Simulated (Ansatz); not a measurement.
A ladder of methods for HfF4 (SMILES F[Hf](F)(F)F)

HfF4 has 5 atoms, charge 0, and is taken as a singlet. As SMILES, `F[Hf](F)(F)F`. Geometry: optimised at PBE0/def2-SVP.

Each level gives the adiabatic ionisation energy (to the doublet cation, shapes relaxed at PBE0/def2-SVP, no zero-point term) (eV). The values are calculated.

```csv
level,kind,program,value (eV),CPU time (all runs)
SVWN5/def2-SVP (core potential),LDA,Ansatz,13.68,22 s
BLYP/def2-SVP (core potential),GGA,Ansatz,13.26,47 s
r2SCAN/def2-SVP (core potential),meta-GGA,Ansatz,13.57,1.9 min
B3LYP/def2-SVP (core potential),global hybrid,Ansatz,13.77,15 s
PBE0-D4/def2-SVP (core potential),global hybrid,Ansatz,13.75,15 s
wB97M-V/def2-SVP (core potential),range-separated hybrid,Ansatz,13.88,80 s
B2PLYP/def2-SVP (core potential),double hybrid,Ansatz,13.87,26 s
RPA@PBE/def2-SVP (core potential),RPA,Ansatz,13.30,71 s
MP2/def2-SVP (core potential),perturbation theory,Ansatz,14.55,13 s
```

Spin-orbit coupling, which can split open shells on such heavy atoms by tenths of an eV, is left out. The values span 13.26 to 14.55 eV. CPU times are rough (shared hosts, several kinds of processor): they show what a rung costs within a factor of a few.
